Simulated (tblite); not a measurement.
Species: C6H10F (doublet state).
Atom-mapped SMILES: `[CH3:1][CH:2][C@@H:3]([CH3:4])/[CH:5]=[CH:6]/[F:7]` (hydrogens: H8, H9, H10 on C1; H11 on C2; H12 on C3; H13, H14, H15 on C4; H16 on C5; H17 on C6)
Bond orders are those of one Lewis drawing.

Computed with GFN2-xTB (tblite), gas phase: L-BFGS steps from a force-field or distance-geometry start until the largest atomic force falls under 0.01 eV/Å.

Step 7: E = -614.3015 eV
```
atom  x, y, z in Å  |  force x, y, z in eV/Å
C1      2.2017   -0.4372   -0.3194   -0.030  -0.010   0.027
C2      0.9737    0.2586   -0.7565    0.062  -0.037  -0.038
C3     -0.1800    0.4556    0.1589    0.079   0.054  -0.013
C4     -0.9388    1.7526   -0.1516    0.032   0.001   0.020
C5     -1.1136   -0.7183    0.0273   -0.012  -0.002  -0.034
C6     -1.3862   -1.5569    1.0071   -0.020  -0.029   0.039
F7     -2.2253   -2.5978    0.8280    0.002  -0.062  -0.021
H8      2.4888   -0.1326    0.6887    0.015   0.030  -0.022
H9      3.0307   -0.2568   -1.0033   -0.071   0.032   0.040
H10     2.0441   -1.5211   -0.2781    0.008  -0.079  -0.012
H11     0.8470    0.4746   -1.8030   -0.056  -0.008  -0.011
H12     0.1874    0.4858    1.1886   -0.020   0.022   0.081
H13    -1.3244    1.7397   -1.1699    0.009  -0.025   0.070
H14    -1.7696    1.8703    0.5421    0.022   0.025  -0.066
H15    -0.2660    2.6017   -0.0485   -0.050  -0.001   0.002
H16    -1.5638   -0.8794   -0.9399   -0.010   0.036  -0.059
H17    -1.0127   -1.5267    2.0196    0.041   0.054   0.000
```

Step 8: E = -614.3033 eV
```
atom  x, y, z in Å  |  force x, y, z in eV/Å
C1      2.2003   -0.4395   -0.3183   -0.025  -0.036   0.011
C2      0.9720    0.2548   -0.7561    0.024  -0.024  -0.026
C3     -0.1797    0.4558    0.1620    0.090   0.054  -0.014
C4     -0.9384    1.7522   -0.1507    0.035  -0.003   0.004
C5     -1.1150   -0.7161    0.0259    0.024   0.006  -0.010
C6     -1.3844   -1.5551    1.0066   -0.034  -0.024  -0.017
F7     -2.2209   -2.5973    0.8257   -0.005  -0.078   0.002
H8      2.4859   -0.1324    0.6903    0.017   0.019  -0.054
H9      3.0264   -0.2555   -1.0054   -0.060   0.022   0.065
H10     2.0488   -1.5263   -0.2763    0.002  -0.014  -0.017
H11     0.8406    0.4747   -1.8025   -0.030  -0.029   0.028
H12     0.1877    0.4838    1.1935   -0.037   0.028   0.027
H13    -1.3231    1.7363   -1.1695    0.013  -0.023   0.075
H14    -1.7706    1.8697    0.5407    0.018   0.031  -0.053
H15    -0.2667    2.6019   -0.0496   -0.045   0.009   0.009
H16    -1.5607   -0.8733   -0.9443   -0.017   0.021  -0.031
H17    -1.0092   -1.5215    2.0182    0.031   0.041   0.002
```

Q: Estimate the geometry and energy of step 9. (The exact step hangs on the optimiser's Hessian estimate; all steps are aligned on step 8, rigid shifts and turns removed.)

A: E = -614.3045 eV, largest force 0.068 eV/Å
```
atom  x, y, z in Å  |  force x, y, z in eV/Å
C1      2.1989   -0.4420   -0.3173   -0.017  -0.044  -0.005
C2      0.9713    0.2516   -0.7563   -0.016  -0.012   0.000
C3     -0.1780    0.4566    0.1642    0.054   0.026  -0.002
C4     -0.9372    1.7517   -0.1497    0.030  -0.003  -0.003
C5     -1.1156   -0.7145    0.0247    0.043   0.008   0.006
C6     -1.3837   -1.5541    1.0060   -0.029  -0.010  -0.054
F7     -2.2178   -2.5986    0.8240    0.004  -0.065   0.021
H8      2.4843   -0.1318    0.6907    0.014   0.007  -0.061
H9      3.0221   -0.2540   -1.0058   -0.030   0.011   0.060
H10     2.0522   -1.5306   -0.2753   -0.003   0.026  -0.015
H11     0.8353    0.4742   -1.8020   -0.008  -0.044   0.044
H12     0.1873    0.4830    1.1976   -0.037   0.029  -0.018
H13    -1.3220    1.7334   -1.1679    0.012  -0.021   0.049
H14    -1.7710    1.8699    0.5386    0.008   0.029  -0.027
H15    -0.2680    2.6025   -0.0502   -0.025   0.029   0.014
H16    -1.5588   -0.8685   -0.9481   -0.012   0.013   0.006
H17    -1.0061   -1.5169    2.0171    0.011   0.024  -0.016
```

The energy changes by -0.0013 eV. The first-order estimate −F·Δx gives -0.0019 eV and the mean of the old and new forces, exact on a quadratic surface, -0.0013 eV. The step makes an angle of 61° with the force vector and moves no atom by more than 0.006 Å.

The cost below is that of the whole relaxation. Hardware: an Arm Neoverse V2 with one thread, no GPU, shared host with 48 logical CPUs at a one-minute load of 31. Cost: 0.3 s of wall time.
